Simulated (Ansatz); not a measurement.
GaH2Me (CH₅Ga). Total charge 0; triplet. Geometry PBE0-D4/def2-TZVP, that of the neutral singlet; atoms count from 1.

Cartesian coordinates in Å:
```
Ga 0.143 0.044 1.051
H -0.651 1.092 1.915
H 1.114 -0.959 1.778
C -0.100 -0.026 -0.899
H -0.974 -0.645 -1.124
H 0.759 -0.472 -1.404
H -0.289 0.965 -1.316
```

At PBE0-D4/def2-TZVP a singlet of charge 0 lies 4.80 eV below the triplet at the same geometry.

**Question.** Estimate the Mulliken populations from the PBE0/def2-TZVP orbitals of Ansatz.

**Answer.** 
| atom | charge (e) | spin (α − β) |
| --- | --- | --- |
| Ga1 | -0.22 | 1.25 |
| H2 | -0.01 | 0.07 |
| H3 | 0.00 | 0.09 |
| C4 | -0.35 | 0.58 |
| H5 | 0.20 | 0.01 |
| H6 | 0.19 | 0.00 |
| H7 | 0.19 | 0.00 |
Mulliken values and Mayer orders depend strongly on the basis.

**Question.** Where does the spin sit?

**Answer.** Summed by element: Ga 1.25, H 0.17, C 0.58, of 2 unpaired in all. Largest on single atoms: Ga1 1.25, C4 0.58, H3 0.09.

**Question.** And the Mayer bond orders between bonded heavy atoms (over 0.3)?

**Answer.** Ga1–C4 0.68 (1.97 Å).
